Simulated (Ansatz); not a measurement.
CH5BSTe, SMILES `CSB[TeH]`. Charge 0, multiplicity 1. Te takes the def2 core potential. Geometry: relaxed with PBE0-D4/def2-TZVP. It is one conformer, not always the lowest.

```xyz
9

C     0.065   -0.923   -1.447
S     0.520   -0.660    0.288
B    -0.287    0.852    0.704
Te   -0.140    1.720    2.645
H    -1.014   -1.015   -1.547
H     0.432   -0.104   -2.064
H     0.537   -1.852   -1.765
H    -0.947    1.449   -0.089
H     0.835    0.534    3.274
```

What is the dipole moment at r2SCAN/def2-TZVPP? (An estimate is asked.)

Computed: 1.74 D, with components (-0.19, -0.61, -1.62) D in this frame, pointing from negative to positive charge.

And with PBE, B3LYP, ωB97M-V? (Estimate.)

Ansatz gave: PBE 1.60 D, B3LYP 1.69 D, ωB97M-V 1.83 D.

Give the Mulliken charges with r2SCAN, PBE, B3LYP in def2-TZVPP. (Best estimate.)

Ansatz gave: 
```
atom  r2SCAN    PBE  B3LYP
  C1   -0.14  -0.26  -0.27
  S2   -0.07  -0.08  -0.08
  B3   -0.13  -0.12  -0.11
 Te4    0.11   0.10   0.10
  H5    0.09   0.12   0.12
  H6    0.09   0.12   0.12
  H7    0.08   0.12   0.12
  H8    0.01   0.02   0.03
  H9   -0.03  -0.03  -0.04
```

B3LYP here is the variant with VWN-RPA as its local correlation; programs differ in this.
